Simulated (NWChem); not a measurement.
Molecule: Si$_{2}$H$_{4}$F$_{2}$; SMILES [SiH3][SiH](F)F

Program: NWChem. Coordinates come from a PBE-D3(BJ)/def2-SVP optimisation. Total energies compare along this basis series because the functional is fixed.

| level | basis functions | energy (Ha) | highest occupied level (eV) | orbital gap (eV) | dipole (D) |
|---|---|---|---|---|---|
| PBE/pcseg-1 | 84 | -780.6282 | -7.49 | 6.29 | 1.98 |
| PBE/aug-pcseg-1 | 136 | -780.6423 | -7.52 | 6.10 | 1.86 |
| PBE/pcseg-2 | 184 | -780.8213 | -7.49 | … | 1.87 |
| PBE/STO-3G | 32 | -770.9638 | -2.72 | 7.37 | 0.55 |
| PBE/def2-SVP | 84 | -780.3387 | -7.31 | 6.22 | 1.59 |

**Question.** What belongs in the gaps?

**Answer.** 
- PBE/pcseg-2, orbital gap (eV): 6.06
